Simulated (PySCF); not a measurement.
## Diatomics of Te with group 14

PBE0 with double-zeta basis sets in PySCF, for the lowest determinant that a PBE0 search found; no spin–orbit coupling. De refers to high-spin ground-configuration atoms. A positive dipole means M(−)Te(+).

```
 M       basis  state (unpaired electrons)  Re (Å)  ωe (cm⁻¹)  De (eV)  μ (D)
 C  x2c-SVPall      singlet (closed shell)   1.885        913     4.68   2.63
Si  x2c-SVPall      singlet (closed shell)   2.271        504     4.65  -0.54
Ge    def2-SVP      singlet (closed shell)   2.345        337     4.36  -1.18
Sn    def2-SVP      singlet (closed shell)   2.533        269     3.97  -2.45
```

Question: By what factor does the harmonic wavenumber vary along the series?

Answer: At PBE0 it runs from 269 cm⁻¹ (SnTe) to 913 cm⁻¹ (TeC), a factor of 3.39.

The rows differ in basis set, which adds steps of its own.

Down a group the atoms grow and get heavier, so bonds lengthen and wavenumbers fall; this series shows no clear exception.

Spin–orbit coupling is left out, which matters for elements this heavy, above all for dissociation energies.
